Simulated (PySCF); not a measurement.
Excitations are Tamm–Dancoff values on a coarser integration grid. The basis has no diffuse functions, so Rydberg states are missing or too high.

Z-matrix (Å, degrees):
```
N
C 1 1.3576
O 2 1.2141 1 125.77
H 2 1.1048 3 122.32 1 179.99
C 1 1.4449 2 121.75 4 -0.02
H 5 1.0894 1 109.64 2 0.16
H 5 1.0941 6 108.49 1 -121.34
H 5 1.0942 6 108.49 7 -117.29
C 1 1.4486 2 120.51 4 -179.97
H 9 1.0866 1 108.39 2 0.09
H 9 1.0936 10 109.46 1 -120.65
H 9 1.0936 10 109.45 11 -118.69
```
Charge 0, multiplicity 1.

Question: Give the T1 excitation (TDA), S1–T1 gap (TDA), HOMO, LUMO and HOMO–LUMO gap at the level M06-2X/def2-TZVP // B3LYP-D3(BJ)/def2-TZVP (PySCF).

Answer: 
```json
{
  "T1 excitation (TDA)": "5.15 eV",
  "S1–T1 gap (TDA)": "0.53 eV",
  "HOMO": "-8.41 eV",
  "LUMO": "1.63 eV",
  "HOMO–LUMO gap": "10.05 eV"
}
```
